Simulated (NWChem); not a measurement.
System: BSiH5O2; SMILES OB(O)[SiH3]

The following NWChem deck was run.

```
start job
memory heap 200 mb stack 900 mb global 1100 mb
geometry units angstroms noautoz
  B      0.012108     0.557546     0.000000
  O      0.002165     1.197575    -1.201773
  H     -0.016320     2.161247    -1.154941
  O      0.002165     1.197575     1.201773
  H     -0.016320     2.161247     1.154941
  Si     0.006209    -1.477798     0.000000
  H      0.685672    -2.030469     1.213798
  H     -1.402374    -1.992366     0.000000
  H      0.685672    -2.030469    -1.213798
end
basis spherical
  * library def2-tzvp
end
dft
  xc b3lyp
  iterations 150
  mulliken
end
task dft energy
```

All runs use the structure optimised with PBE0/def2-SVP.

**Question.** What results follow from this input? (B3LYP/def2-TZVP.) Quantities: energy (Ha); highest occupied level (eV); orbital gap (eV); dipole (D).

**Answer.** energy (Ha): -468.00
highest occupied level (eV): -8.20
orbital gap (eV): 7.92
dipole (D): 3.37
